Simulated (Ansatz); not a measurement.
Ansatz results at the PBE0-D4/def2-TZVP geometry: size of the dipole moment (ωB97M-V/def2-TZVPP) 1.21 D; HOMO energy (PBE/def2-TZVPP) -6.84 eV; HOMO–LUMO gap (B3LYP/def2-TZVPP) 6.47 eV.

Each molecule was computed in one conformer, which needn't be the lowest.

**Question.** Which molecule gave them?
A. `F[Si](F)(Cl)[SiH2]Cl`
B. `CN([SiH2]O)[SiH2]Cl`
C. `N[SiH2]C[Si](N)(F)F`
D. `C=C[SiH](F)S[SiH2]Cl`

**Answer.** D. The others give `N[SiH2]C[Si](N)(F)F`: 2.38, -6.29, 7.58; `CN([SiH2]O)[SiH2]Cl`: 1.85, -6.18, 7.28; `F[Si](F)(Cl)[SiH2]Cl`: 1.51, -7.51, 7.26.

B3LYP here is the variant with VWN-RPA as its local correlation; programs differ in this.
